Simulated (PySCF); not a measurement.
Species: C₂H₈BClN₂, charge 0, multiplicity 1. SMILES: CNB(Cl)NC
Structure (B3LYP-D3(BJ)/def2-TZVP (Ansatz) minimum search):
```xyz
14

C      2.2389     0.2418     0.8321
N      0.7985     0.4116     0.8630
B     -0.1565    -0.0256    -0.0723
Cl     0.3668    -0.9593    -1.5228
N     -1.5352     0.2327     0.0587
C     -2.1530     0.9483     1.1583
H      2.5179    -0.3145    -0.0591
H      2.5952    -0.3141     1.7041
H      2.7564     1.2053     0.8062
H      0.4642     0.9129     1.6703
H     -2.1650    -0.1548    -0.6205
H     -2.1368     0.3760     2.0930
H     -3.1930     1.1716     0.9238
H     -1.6506     1.9035     1.3375
```

Dispersion corrections to the total energy (kcal/mol) from the dftd3 and dftd4 libraries through PySCF: D3(BJ) without and D4 with the three-body term, each with the damping fitted for the functional named.

```
functional      D3(BJ)      D4
----------  ----------  ------
BLYP        (withheld)  -15.16
TPSS        (withheld)   -9.26
BP86            -10.92   -9.10
revPBE          -17.89  -22.49
PBE0             -6.09   -5.79
CAM-B3LYP   (withheld)   -5.83
r2SCAN           -2.07   -1.80
```

Question: Fill in the missing entries.

Answer: 
- BLYP, D3(BJ): -14.70
- TPSS, D3(BJ): -8.84
- CAM-B3LYP, D3(BJ): -5.45
